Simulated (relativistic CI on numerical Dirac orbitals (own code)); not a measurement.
**Hyperfine structure of Lu²⁰⁺, mass number 173**

Calculated at this level of theory: Dirac-Coulomb-Breit CI, KLI orbitals optimised for each configuration, a model potential for QED, unscaled Slater integrals (own radial code, finite nucleus).

CI space (outside the closed core [Ar] 3d10 4p6 4d10): 4s2.4f5, 4s2.4f4.5s, 4s2.4f3.5s2, 4s2.4f4.5p, 4s2.4f3.5s.5p, 4s2.4f3.5p2, 4s2.4f4.6s, 4s.4f6. Levels of other configurations are missing.

Nuclear spin I = 7/2, μ = 2.273 μN, Q = 3.53 b (tables of Stone and Pyykkö). The electronic factors are computed for point nuclear moments, without core polarisation or the Bohr-Weisskopf and QED corrections.

```csv
Level,E (cm⁻¹),A (MHz),B (MHz)
4s2.4f5 6H°_5/2,0.0,2130,-7950
4s2.4f5 6H°_7/2,5760.9,1488,-6800
4s2.4f5 6H°_9/2,11641.8,1221,-6910
4s2.4f5 6H°_11/2,17305.5,1109,-7830
4s2.4f5 6F°_1/2,19463.6,4307,
4s2.4f5 6F°_3/2,19520.4,1617,-985
4s2.4f5 6F°_5/2,20529.6,1203,-1490
4s2.4f5 6H°_13/2,22611.5,1069,-9360
```

Levels with J = 0, under 50 % of one LS term, or S terms without an open s electron are left out. Small factors come from cancelling terms and can be off by tens of per cent or more.

At this charge energies of transitions that change n are usually good to better than 1 %, and those within a shell (Δn = 0) to a few per cent. Terms inside the open d or f shell come out 10 to 20 % too wide with unscaled integrals.

(1) Give the hyperfine levels of 4s2.4f5 6H°_5/2 relative to its centre of gravity.

Answers

(1) With K = F(F + 1) − I(I + 1) − J(J + 1), E = AK/2 + B[¾K(K + 1) − I(I + 1)J(J + 1)]/[2I(2I − 1)J(2J − 1)]: F = 1: -28220, F = 2: -21690, F = 3: -12750, F = 4: -2409, F = 5: 7958, F = 6: 16650 MHz.

LS names give the leading component of a level, which can be under half, so a name can repeat, a term be missing and a line seem to break the LS rules.
